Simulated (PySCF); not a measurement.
## InCl₂⁺: fields on a plane

These are results of PBE0 in PySCF with In def2-TZVP with ECP28, Cl def2-TZVP; scalar-relativistic core potentials, no spin–orbit coupling; density-fitted integrals, not measurements.

The singlet minimum has In–Cl 2.203 Å (×2); Cl–In–Cl 180.0°.

The plane holds In1 at (0.00, 0.00), Cl2 at (2.20, 0.00), Cl3 at (-2.20, 0.00) Å. Columns run from x = -4.35 to 4.65 Å, rows from y = 2.25 (top) to -1.95 Å, in steps of 0.3 Å. Other isomers or separated fragments may lie lower. Core electrons replaced by a potential are absent, the electrostatic potential uses the reduced nuclear charge, and values within about 0.7 Å of such atoms have no physical meaning.

Give the electron localisation function (set to 0 where the density is under 0.005 e/Å³). Lower edges of the bins: '0' 0.000, '1' 0.090, '2' 0.181, '3' 0.271, '4' 0.362, '5' 0.452, '6' 0.542, '7' 0.633, '8' 0.723, '9' 0.814; top 0.90.


```
0000000000000000000000000000000
0000012221100000000112221000000
0000245553211111111235554200000
0002468876421111112467886420000
0014689998631122113689998641000
0025899999731355313799999852000
0026895128832788723882159862000
0036871873833800833837817863000
0036871873833800833837817863000
0026895128832788723882159862000
0025899999731355313799999852000
0014689998631122113689998641000
0002468876421111112467886420000
0000245553211111111235554200000
0000012221100000000112221000000
```

Give the electrostatic potential (V) (cut at 20 V). Lower edges of the bins (V): '0' 2.86, '1' 2.96, '2' 3.12, '3' 3.38, '4' 3.78, '5' 4.42, '6' 5.43, '7' 7.04, '8' 9.58, '9' 13.61; top 20.0.


```
1223344455566666666555444332210
2233444555667777776655544433220
2334455556677788777665555443321
3344556666778899887766665544332
3445677887789999998778877654432
3456789999899999999899998765433
4457899999999999999999999875443
4567999999999999999999999976543
4567999999999999999999999976543
4457899999999999999999999875443
3456789999899999999899998765433
3445677887789999998778877654432
3344556666778899887766665544332
2334455556677788777665555443321
2233444555667777776655544433220
```
